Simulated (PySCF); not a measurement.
**Si2H6NO2(+)**

Si2H6NO2(+) is a small molecule (built as: end group NH3+), charge +1, singlet. The structure, one conformer, was relaxed in the gas phase by PBE0-D3(BJ)/def2-SVP. No frequency run checks that it is a minimum.

SMILES: [NH3+][SiH]1O[SiH2]O1

```xyz
11

O     0.563    0.747   -1.081
Si    1.916    0.003   -0.281
O     0.919   -0.043    1.142
Si   -0.291    0.726    0.329
N    -1.679   -0.557    0.104
H     3.072    0.908   -0.144
H     2.189   -1.350   -0.809
H    -0.999    1.896    0.865
H    -1.863   -1.071    0.977
H    -1.410   -1.253   -0.604
H    -2.574   -0.150   -0.200
```
Atoms count from 1 in this order.

Shieldings: GIAO PBE0/pcSseg-1. Shifts are against computed references at the same level: H TMS (σ 31.27 ppm), Si TMS (σ 352.0 ppm). Core levels by delta-SCF with SCAN, pcX-2 on the ionised atom and pcseg-1 elsewhere, spin-free X2C (2p3/2 is the spin-free 2p value less a third of a first-order spin-orbit splitting); from the vacuum level, for chosen atoms.

(1) Give the shieldings and core levels atom by atom.

(2) By CAM-B3LYP/def2-SVPD (TDDFT singlets, Tamm-Dancoff triplets, ionisation by delta-SCF), where does absorption start, and what does vertical ionisation take?

## Answers

(1) 
```tsv
atoms	bonded to	σ (ppm)	δ (ppm)	core level (eV)
O1	2 Si	200.3	-	1s 542.81
Si2	2 O + 2 H	324.0	28.0	-
O3	2 Si	201.1	-	1s 542.82
Si4	1 N + 2 O + 1 H	368.2	-16.2	2p3/2 114.07
N5	1 Si + 3 H	212.3	-	1s 414.02
H6	1 Si	25.38	5.89	-
H7	1 Si	25.41	5.85	-
H8	1 Si	25.40	5.87	-
H9 H10 H11	1 N	27.25	4.01	-
```

Values are those of this one static structure, with the three H of a rotating XH3 group averaged; atoms that internal rotation interchanges would show their mean in an NMR spectrum.

(2) The first singlet with intensity lies at 7.75 eV (f 0.004); what lies below it is dark. The lowest singlet lies at 7.32 eV (f 0.001), the strongest of the first 6 at 8.57 eV (f 0.060), the lowest triplet at 6.88 eV; vertical ionisation takes 16.07 eV.
